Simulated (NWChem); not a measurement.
System: C2H3ClO2Si; SMILES O=C1OC[Si@H]1Cl

Parts of the log:

```
             Northwest Computational Chemistry Package (NWChem) 7.3.0
             --------------------------------------------------------

 C1  symmetry detected

                             Geometry "geometry" -> ""
                             -------------------------

 Output coordinates in angstroms (scale by  1.889725989 to convert to a.u.)

  No.       Tag          Charge          X              Y              Z
 ---- ---------------- ---------- -------------- -------------- --------------
    1 O                    8.0000     1.58920117    -1.89755726     0.05585244
    2 C                    6.0000     0.57651147    -1.28619814    -0.01549232
    3 O                    8.0000    -0.64253106    -1.74546689     0.42031393
    4 C                    6.0000    -1.57134966    -0.65996929     0.19917711
    5 Si                  14.0000    -0.21127996     0.38082011    -0.62420840
    6 Cl                  17.0000     0.35377341     2.12608566     0.30520647
    7 H                    1.0000    -2.40739635    -0.99913927    -0.43087518
    8 H                    1.0000    -1.96311359    -0.28817567     1.15786381
    9 H                    1.0000    -0.29005027     0.63357498    -2.08802061

 Effective nuclear repulsion energy (a.u.)     344.7335511664

                                 NWChem DFT Module
                                 -----------------

 Summary of "ao basis" -> "ao basis" (spherical)
 ------------------------------------------------------------------------------
       Tag                 Description            Shells   Functions and Types
 ---------------- ------------------------------  ------  ---------------------
 O                         def2-tzvp                11       31   5s3p2d1f
 C                         def2-tzvp                11       31   5s3p2d1f
 Si                        def2-tzvp                13       37   5s5p2d1f
 Cl                        def2-tzvp                13       37   5s5p2d1f
 H                         def2-tzvp                 4        6   3s1p

            General Information
            -------------------
          SCF calculation type: DFT
          Wavefunction type:  closed shell.
          No. of atoms     :     9
          No. of electrons :    62
           Alpha electrons :    31
            Beta electrons :    31
          Charge           :     0
          Spin multiplicity:     1
          Use of symmetry is: off; symmetry adaption is: off
          Maximum number of iterations: 150
          AO basis - number of functions:   216
                     number of shells:    82
          Convergence on energy requested:  1.00D-06
          Convergence on density requested:  1.00D-05
          Convergence on gradient requested:  5.00D-04

              XC Information
              --------------
                       PW6B95 Method XC Functional
                     Hartree-Fock (Exact) Exchange  0.280
                    PW6B95 GGA Exchange Functional  0.720
                      PW6B95 Correlation Potential  1.000

             Grid Information
             ----------------
          Grid used for XC integration:  medium
          Radial quadrature: Mura-Knowles
          Angular quadrature: Lebedev.
          Tag              B.-S. Rad. Rad. Pts. Rad. Cut. Ang. Pts.
          ---              ---------- --------- --------- ---------
          O                   0.60       49          11.0       434
          C                   0.70       49          10.0       434
          Si                  1.10       88           9.0       590
          Cl                  1.00       88          12.0       590
          H                   0.35       45          11.0       434
          Grid pruning is: on
          Number of quadrature shells:   507
          Spatial weights used:  Erf1

      Superposition of Atomic Density Guess
      -------------------------------------

 Sum of atomic energies:        -974.72379760

      Non-variational initial energy
      ------------------------------

 Total energy =    -977.233475
 1-e energy   =   -2030.800387
 2-e energy   =     708.833361
 HOMO         =      -0.316270
 LUMO         =      -0.025350

------------------------------------------------------------
EAF file 0: "./job.aoints.0" size=1013448704 bytes
------------------------------------------------------------
               write      read    awrite     aread      wait
               -----      ----    ------     -----      ----
     calls:     1933         0         0         0         0
   data(b): 1.01e+09  0.00e+00  0.00e+00  0.00e+00
   time(s): 0.00e+00  0.00e+00  0.00e+00  0.00e+00  0.00e+00
rate(mb/s): 0.00e+00  0.00e+00
------------------------------------------------------------

     ---------------------------------------------
      Total Density - Mulliken Population Analysis
     ---------------------------------------------

    Atom       Charge   Shell Charges
 -----------   ------   -------------------------------------------------------
    1 O    8     8.72   0.79  1.18  0.62  0.96  0.28  2.01  2.10  0.77  0.00  0.02  0.00
    2 C    6     5.33   0.86  1.12  0.53  0.65  0.15  0.89  0.83  0.13  0.05  0.11  0.02
    3 O    8     8.40   0.79  1.18  0.59  0.95  0.23  1.89  2.08  0.66  0.00  0.03  0.00
    4 C    6     6.23   0.86  1.12  0.54  0.68  0.11  1.12  1.33  0.37  0.02  0.06  0.01
    5 Si  14    13.20   2.00  0.59  1.39  0.86  0.44  4.11  1.73  0.47  1.04  0.29  0.11  0.13  0.04
    6 Cl  17    17.38   2.01  0.45  1.52  1.11  0.84  4.19  1.69  1.10  2.95  1.50  0.00  0.02  0.00
    7 H    1     0.85   0.24  0.45  0.14  0.02
    8 H    1     0.86   0.24  0.46  0.14  0.02
    9 H    1     1.03   0.22  0.53  0.27  0.01

[...]
```

Level: PW6B95/def2-TZVP. Structure relaxed at the PBE0/def2-SVP level.

**Question.** Write an input that gives this output.

**Answer.** One answer among several that fit: the input that was run:
```
start job
memory heap 200 mb stack 900 mb global 1100 mb
geometry units angstroms noautoz
  O      1.586745    -1.906025     0.087429
  C      0.575592    -1.294823    -0.004180
  O     -0.652115    -1.754923     0.405653
  C     -1.576431    -0.669378     0.166608
  Si    -0.199834     0.372754    -0.627078
  Cl     0.345331     2.117009     0.316012
  H     -2.399123    -1.007973    -0.481086
  H     -1.988118    -0.298861     1.117408
  H     -0.248257     0.627294    -2.091899
end
basis spherical
  * library def2-tzvp
end
dft
  xc pw6b95
  iterations 150
  semidirect filesize 400000000
  mulliken
end
task dft energy
```
